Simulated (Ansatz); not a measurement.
The same molecule with X = B, Al, Ga, In. Ansatz, PBE0-D4/def2-TZVP geometries, multiplicity 1.

Elements past krypton have def2 core potentials. Outer-core shells of Ga, I, In are correlated without core-valence functions. Scalar relativity is left out up to krypton. Spin–orbit coupling is left out.

```json
{"X": "Al", "molecule": "`[AlH2][I]`", "vertical ionisation energy (CCSD(T)/def2-TZVPP) / eV": "9.93", "mean X–H bond length / Å": "1.577", "mean X–I bond length / Å": "2.472", "size of the dipole moment (B3LYP/def2-TZVPP) / D": "0.97", "HOMO energy (PBE0/def2-TZVPP) / eV": "-7.68", "size of the dipole moment (PBE/def2-TZVPP) / D": "0.83"}
{"X": "Ga", "molecule": "`[GaH2][I]`", "vertical ionisation energy (CCSD(T)/def2-TZVPP) / eV": "9.70", "mean X–H bond length / Å": "1.558", "mean X–I bond length / Å": "2.491", "size of the dipole moment (B3LYP/def2-TZVPP) / D": "1.47", "HOMO energy (PBE0/def2-TZVPP) / eV": "-7.48", "size of the dipole moment (PBE/def2-TZVPP) / D": "1.34"}
{"X": "In", "molecule": "`[InH2][I]`", "vertical ionisation energy (CCSD(T)/def2-TZVPP) / eV": "9.42", "mean X–H bond length / Å": "1.708", "mean X–I bond length / Å": "2.673", "size of the dipole moment (B3LYP/def2-TZVPP) / D": "2.23", "HOMO energy (PBE0/def2-TZVPP) / eV": "-7.30", "size of the dipole moment (PBE/def2-TZVPP) / D": "2.10"}
```

Q: Give the row for X = B, `BI`. (Best estimate.)

A: Computed: 
```json
{"X": "B", "molecule": "`BI`", "vertical ionisation energy (CCSD(T)/def2-TZVPP) / eV": "9.94", "mean X–H bond length / Å": "1.188", "mean X–I bond length / Å": "2.099", "size of the dipole moment (B3LYP/def2-TZVPP) / D": "0.36", "HOMO energy (PBE0/def2-TZVPP) / eV": "-7.57", "size of the dipole moment (PBE/def2-TZVPP) / D": "0.15"}
```

From B to In the vertical ionisation energy (CCSD(T)/def2-TZVPP) falls at each step, by 0.52 eV in all; the mean X–H bond length isn't monotonic: highest at In, lowest at B; the mean X–I bond length rises at each step, by 0.574 Å in all; the HOMO energy (PBE0/def2-TZVPP) isn't monotonic: highest at In, lowest at Al. Bonds lengthen as the atom grows down the group. Dipoles are sizes alone, and their direction can turn along the series.

B3LYP here is the variant with VWN-RPA as its local correlation; programs differ in this.
